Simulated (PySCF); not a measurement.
CdSe, SMILES [Se]=[Cd]. Geometry optimised at B3LYP-D3(BJ)/def2-TZVP. The def2 effective core potentials stand for the cores of Cd; spin–orbit coupling is left out.

All values below come from B3LYP-D3(BJ)/def2-TZVP (PySCF).

Harmonic wavenumbers (cm⁻¹): 245. Rotational constants (GHz): 1.904 (linear); symmetry number 1.

Task: Work out the zero-point energy and the ideal-gas rigid-rotor harmonic-oscillator thermochemistry at 298.15 K and 1 atm.

Result: ZPE = ½ Σ hcν = ½ × 245 cm⁻¹ = 1.47 kJ/mol. H − E(el) = 11.44 kJ/mol. Entropy in J/(mol K): translation 174.28, rotation 75.58, vibration 7.39, total 257.25. G − E(el) = -65.26 kJ/mol. Cp = 36.51 J/(mol K).
